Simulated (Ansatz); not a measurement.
# GeH3 (SMILES [GeH3]): methods side by side

The species is GeH3 (4 atoms), meant as a doublet with charge 0. As SMILES, `[GeH3]`. Geometry: relaxed at PBE0-D4/def2-TZVP.

```xyz
4

Ge    0.2146   -0.1259   -0.2494
H     1.0550    0.1096    1.0183
H    -0.8828   -1.1759   -0.0001
H    -0.3868    1.1922   -0.7688
```

Quantity: the energy change with the Ge1–H4 bond stretched from 1.539 to 3.848 Å, in eV. The values are calculated.

```
          level                    kind  program  value (eV)  less FCI/STO-3G
   UBLYP/STO-3G                     GGA   Ansatz        4.88            +0.52
   UPBE0/STO-3G           global hybrid   Ansatz        4.88            +0.52
  UHSE06/STO-3G  range-separated hybrid   Ansatz        4.89            +0.53
 RPA@PBE/STO-3G                     RPA   Ansatz        4.24            -0.12
UCCSD(T)/STO-3G   coupled cluster or CI   Ansatz        4.36             0.00
  UCCSDT/STO-3G   coupled cluster or CI   Ansatz        4.36             0.00
 UCCSDTQ/STO-3G   coupled cluster or CI   Ansatz        4.36             0.00
     FCI/STO-3G      exact in the basis   Ansatz        4.36             0.00
```

FCI/STO-3G is exact within its basis and frozen core, so for wave-function methods in that basis the difference is their error; functionals converge differently with the basis, so for them it is only a difference. All-electron rows without a relativistic Hamiltonian named are non-relativistic. The first shape isn't each level's own minimum. The values span 4.24 to 4.89 eV. Spin contamination of the reference (⟨S²⟩ at least 0.1 too high) touches UBLYP/STO-3G, UPBE0/STO-3G, UHSE06/STO-3G, RPA@PBE/STO-3G, UCCSD(T)/STO-3G, UCCSDT/STO-3G, UCCSDTQ/STO-3G. All rows use very small basis sets, so even the best lies far from the true value. In the correlated wave-function rows the outer d shell of Ge is correlated, in sets not made for it.
